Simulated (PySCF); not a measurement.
CH₃Se, SMILES C[Se] (connectivity only; charge and spin as stated), charge -1, multiplicity 1.

The structure is a stationary point at ωB97X-D3(BJ)/def2-TZVPD. The multiplicity is an assumed one; other spin states were not compared. The isomer is the one that the SMILES or the coordinates give; other isomers of the formula were not compared.

The numbers are results of PBE/def2-TZVPD run with PySCF, not measurements.

Symmetry labels are those of the subgroup Cs that the program uses (full group C3v).

Computed valence orbital energies around the gap with their symmetry:
| orbital | symmetry | energy (eV) |
|---|---|---|
| HOMO−7 | A" | -46.10 |
| HOMO−6 | A' | -12.58 |
| HOMO−5 | A' | -8.77 |
| HOMO−4 | A' | -4.95 |
| HOMO−3 | A" | -4.95 |
| HOMO−2 | A' | -2.31 |
| HOMO−1 | A' | 1.08 |
| HOMO | A" | 1.08 |
| LUMO | A' | 3.41 |
| LUMO+1 | A' | 3.93 |
| LUMO+2 | A' | 4.04 |
| LUMO+3 | A" | 4.04 |
